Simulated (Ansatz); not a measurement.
Born–Oppenheimer molecular dynamics of BCl$_{2}$H$_{3}$O (7 atoms, charge 0, multiplicity 1). It starts from a rough guess of a transition structure, not a stationary point.

All numbers below come from UKS PBE0-D4/STO-3G in Ansatz.

- ensemble: NVE (velocity Verlet)
- time step: 0.5 fs
- steps asked: 150
- starting velocities drawn for: 100 K
- seed: 787357

Frames 0.5 fs apart, positions in Å, forces in eV/Å.

Velocities at 20.0 fs (Å/ps):

```
B -7.12 -20.60 5.77
H 73.12 -21.23 51.25
Cl 3.07 2.91 -2.10
Cl -1.81 3.84 2.00
H -25.36 62.20 16.87
O 0.05 -7.98 -6.05
H -16.70 69.24 -30.14
```

```xyz
7
Properties=species:S:1:pos:R:3:forces:R:3 time_fs=20.0 energy_less_start_eV=-1.388 T=2247
B -0.443 -0.308 -0.105 -1.78 5.25 -2.00
H -0.215 -1.260 0.237 0.93 -5.68 2.14
Cl -0.163 -0.207 -2.022 0.20 0.49 2.08
Cl -2.170 0.348 0.376 1.69 -0.38 -0.23
H 1.355 0.657 1.510 -2.93 -0.01 -4.88
O 0.703 0.640 0.549 0.83 0.46 0.97
H 0.897 1.248 -0.271 1.05 -0.13 1.93
7
Properties=species:S:1:pos:R:3:forces:R:3 time_fs=20.5 energy_less_start_eV=-1.484 T=2389
B -0.446 -0.318 -0.102 -1.43 4.10 -1.63
H -0.177 -1.278 0.265 0.61 -4.40 1.67
Cl -0.161 -0.205 -2.022 0.15 0.43 2.18
Cl -2.171 0.350 0.376 1.72 -0.48 -0.24
H 1.339 0.689 1.512 -2.88 -0.15 -4.77
O 0.703 0.636 0.546 1.13 1.40 0.03
H 0.890 1.283 -0.284 0.71 -0.90 2.78
7
Properties=species:S:1:pos:R:3:forces:R:3 time_fs=21.0 energy_less_start_eV=-1.641 T=2626
B -0.450 -0.326 -0.100 -0.89 2.57 -1.07
H -0.138 -1.306 0.297 0.08 -2.74 0.99
Cl -0.160 -0.204 -2.023 0.10 0.36 2.26
Cl -2.172 0.352 0.377 1.74 -0.56 -0.25
H 1.316 0.719 1.504 -2.71 -0.28 -4.45
O 0.703 0.632 0.543 1.25 2.15 -0.81
H 0.885 1.315 -0.290 0.44 -1.50 3.32
7
Properties=species:S:1:pos:R:3:forces:R:3 time_fs=21.5 energy_less_start_eV=-1.800 T=2869
B -0.455 -0.335 -0.098 -0.27 1.09 -0.47
H -0.099 -1.340 0.332 -0.51 -1.11 0.28
Cl -0.158 -0.202 -2.024 0.05 0.29 2.34
Cl -2.172 0.354 0.378 1.75 -0.63 -0.25
H 1.287 0.749 1.484 -2.40 -0.39 -3.84
O 0.703 0.629 0.540 1.16 2.70 -1.65
H 0.881 1.344 -0.288 0.22 -1.96 3.60
7
Properties=species:S:1:pos:R:3:forces:R:3 time_fs=22.0 energy_less_start_eV=-1.921 T=3055
B -0.459 -0.343 -0.096 0.33 -0.11 0.05
H -0.060 -1.377 0.367 -1.07 0.26 -0.36
Cl -0.156 -0.201 -2.025 -0.01 0.21 2.40
Cl -2.173 0.355 0.379 1.75 -0.69 -0.25
H 1.251 0.778 1.455 -1.89 -0.43 -2.85
O 0.704 0.626 0.536 0.83 3.03 -2.65
H 0.877 1.368 -0.278 0.05 -2.27 3.66
7
Properties=species:S:1:pos:R:3:forces:R:3 time_fs=22.5 energy_less_start_eV=-1.979 T=3141
B -0.463 -0.350 -0.094 0.84 -0.96 0.45
H -0.025 -1.414 0.402 -1.54 1.29 -0.89
Cl -0.155 -0.199 -2.025 -0.06 0.13 2.46
Cl -2.173 0.357 0.380 1.76 -0.74 -0.24
H 1.212 0.806 1.420 -1.14 -0.34 -1.35
O 0.705 0.623 0.533 0.23 3.07 -3.92
H 0.873 1.386 -0.259 -0.08 -2.43 3.50
7
Properties=species:S:1:pos:R:3:forces:R:3 time_fs=23.0 energy_less_start_eV=-1.948 T=3093
B -0.467 -0.359 -0.092 1.25 -1.50 0.71
H 0.007 -1.447 0.434 -1.91 2.02 -1.29
Cl -0.153 -0.198 -2.025 -0.11 0.04 2.51
Cl -2.174 0.359 0.381 1.76 -0.79 -0.23
H 1.169 0.834 1.381 -0.17 -0.06 0.72
O 0.705 0.621 0.528 -0.64 2.73 -5.51
H 0.869 1.399 -0.231 -0.19 -2.43 3.10
7
Properties=species:S:1:pos:R:3:forces:R:3 time_fs=23.5 energy_less_start_eV=-1.822 T=2902
B -0.471 -0.367 -0.090 1.56 -1.80 0.85
H 0.034 -1.476 0.463 -2.18 2.51 -1.58
Cl -0.152 -0.196 -2.025 -0.16 -0.05 2.55
Cl -2.174 0.361 0.382 1.77 -0.83 -0.22
H 1.126 0.861 1.344 0.86 0.43 3.18
O 0.706 0.619 0.523 -1.60 1.93 -7.19
H 0.865 1.406 -0.196 -0.25 -2.18 2.40
7
Properties=species:S:1:pos:R:3:forces:R:3 time_fs=24.0 energy_less_start_eV=-1.644 T=2634
B -0.474 -0.376 -0.087 1.77 -1.91 0.91
H 0.056 -1.498 0.488 -2.37 2.81 -1.79
Cl -0.150 -0.194 -2.025 -0.21 -0.13 2.59
Cl -2.174 0.362 0.383 1.78 -0.88 -0.21
H 1.085 0.889 1.315 1.62 0.98 5.46
O 0.707 0.618 0.517 -2.32 0.74 -8.32
H 0.860 1.408 -0.155 -0.27 -1.61 1.37
7
Properties=species:S:1:pos:R:3:forces:R:3 time_fs=24.5 energy_less_start_eV=-1.500 T=2417
B -0.478 -0.386 -0.085 1.89 -1.89 0.88
H 0.073 -1.514 0.509 -2.49 2.98 -1.93
Cl -0.149 -0.193 -2.025 -0.25 -0.22 2.63
Cl -2.174 0.364 0.384 1.79 -0.92 -0.20
H 1.048 0.919 1.298 1.74 1.26 6.68
O 0.707 0.617 0.510 -2.46 -0.60 -8.05
H 0.854 1.406 -0.111 -0.22 -0.61 -0.01
7
Properties=species:S:1:pos:R:3:forces:R:3 time_fs=25.0 energy_less_start_eV=-1.445 T=2327
B -0.480 -0.396 -0.082 1.94 -1.75 0.81
H 0.083 -1.523 0.526 -2.56 3.03 -2.01
Cl -0.147 -0.191 -2.024 -0.29 -0.30 2.66
Cl -2.173 0.365 0.385 1.80 -0.96 -0.20
H 1.015 0.953 1.298 1.17 0.92 6.32
O 0.706 0.615 0.501 -1.96 -1.75 -5.94
H 0.848 1.402 -0.067 -0.10 0.80 -1.63
7
Properties=species:S:1:pos:R:3:forces:R:3 time_fs=25.5 energy_less_start_eV=-1.443 T=2320
B -0.482 -0.406 -0.079 1.92 -1.52 0.69
H 0.087 -1.525 0.537 -2.58 3.00 -2.05
Cl -0.146 -0.190 -2.023 -0.32 -0.37 2.68
Cl -2.173 0.367 0.385 1.81 -1.01 -0.19
H 0.985 0.989 1.313 0.26 0.01 4.66
O 0.706 0.614 0.491 -1.14 -2.52 -2.61
H 0.842 1.401 -0.027 0.05 2.41 -3.19
```

Of the whole run (75 fs, mean temperature of the second half 2635 K): The conserved energy stayed within 3.3 meV per atom of its start (net change -1.5 meV per atom), so the integration is sound. The system heated up, since it started high on the potential surface and ran downhill. A run of 0.075 ps of so small a system gives no equilibrium averages. The orbitals stay closed-shell, which can raise the energy where a bond breaks towards radicals; this wasn't checked here. Limits of this set-up: minimal basis.

Time of the run: 4.1 min on 1 thread of Arm Neoverse V2, with other jobs on the host, peak memory 0.12 GiB.
